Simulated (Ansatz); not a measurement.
CH6FNO2Zr (`C[O][Zr]([NH2])([OH])[F]`), relaxed with RKS PBE0-D4/def2-TZVP in Ansatz 0.2.0 from a GFN2-xTB geometry. The force threshold is 0.005 eV/Å; the program also tests the step.

Charge 0, multiplicity 1. Zr takes the def2 core potential.

Start:

```xyz
12

C     1.398   -1.433   -0.401
O     0.556   -0.742   -1.291
Zr   -0.339    0.666   -0.408
N    -1.172   -0.060    1.295
O    -1.644    1.630   -1.358
F     0.943    1.874    0.263
H     0.801   -2.093    0.259
H     1.989   -0.722    0.218
H     2.098   -2.055   -0.978
H    -2.150    0.172    1.510
H    -0.625    0.196    2.130
H    -1.855    2.565   -1.239
```

```json
{"step": "1", "energy (eV)": "-10716.2079", "largest force (eV/Å)": "1.858", "largest move (Å)": "0.000"}
{"step": "2", "energy (eV)": "-10716.5355", "largest force (eV/Å)": "1.028", "largest move (Å)": "0.193"}
{"step": "3", "energy (eV)": "-10716.6108", "largest force (eV/Å)": "1.486", "largest move (Å)": "0.169"}
{"step": "4", "energy (eV)": "-10716.7262", "largest force (eV/Å)": "1.161", "largest move (Å)": "0.200"}
{"step": "5", "energy (eV)": "-10716.7517", "largest force (eV/Å)": "1.408", "largest move (Å)": "0.193"}
{"step": "6", "energy (eV)": "-10716.8377", "largest force (eV/Å)": "0.304", "largest move (Å)": "0.200"}
{"step": "7", "energy (eV)": "-10716.8727", "largest force (eV/Å)": "0.091", "largest move (Å)": "0.200"}
{"step": "8 (rejected)", "energy (eV)": "-10716.8714", "largest force (eV/Å)": "0.581", "largest move (Å)": "0.193"}
{"step": "9", "energy (eV)": "-10716.8841", "largest force (eV/Å)": "0.085", "largest move (Å)": "0.096"}
{"step": "10", "energy (eV)": "-10716.8911", "largest force (eV/Å)": "0.315", "largest move (Å)": "0.097"}
{"step": "11", "energy (eV)": "-10716.9048", "largest force (eV/Å)": "0.073", "largest move (Å)": "0.150"}
{"step": "13 (rejected)", "energy (eV)": "-10716.8668", "largest force (eV/Å)": "1.721", "largest move (Å)": "0.195"}
{"step": "15", "energy (eV)": "-10716.9109", "largest force (eV/Å)": "0.086", "largest move (Å)": "0.044"}
{"step": "17", "energy (eV)": "-10716.9118", "largest force (eV/Å)": "0.030", "largest move (Å)": "0.026"}
{"step": "19", "energy (eV)": "-10716.9125", "largest force (eV/Å)": "0.059", "largest move (Å)": "0.017"}
{"step": "21", "energy (eV)": "-10716.9131", "largest force (eV/Å)": "0.074", "largest move (Å)": "0.072"}
{"step": "23", "energy (eV)": "-10716.9137", "largest force (eV/Å)": "0.016", "largest move (Å)": "0.025"}
{"step": "25", "energy (eV)": "-10716.9139", "largest force (eV/Å)": "0.053", "largest move (Å)": "0.047"}
{"step": "27", "energy (eV)": "-10716.9142", "largest force (eV/Å)": "0.008", "largest move (Å)": "0.018"}
{"step": "29", "energy (eV)": "-10716.9144", "largest force (eV/Å)": "0.015", "largest move (Å)": "0.015"}
{"step": "30", "energy (eV)": "-10716.9144", "largest force (eV/Å)": "0.005", "largest move (Å)": "0.004"}
```

End:

```xyz
12

C     1.576   -1.635   -0.638
O     0.796   -0.538   -0.293
Zr   -0.284    0.988    0.103
N    -1.482    0.518    1.683
O    -1.439    1.567   -1.324
F     0.923    2.412    0.593
H     1.268   -2.519   -0.069
H     2.632   -1.437   -0.425
H     1.476   -1.861   -1.705
H    -2.445    0.807    1.785
H    -1.228   -0.046    2.482
H    -1.791    1.743   -2.192
```

Hardware: 2 threads of an AMD EPYC 7R13 on a shared host and a share of an NVIDIA H100 80 GB. Wall time 65 s, peak host memory 0.92 GiB.
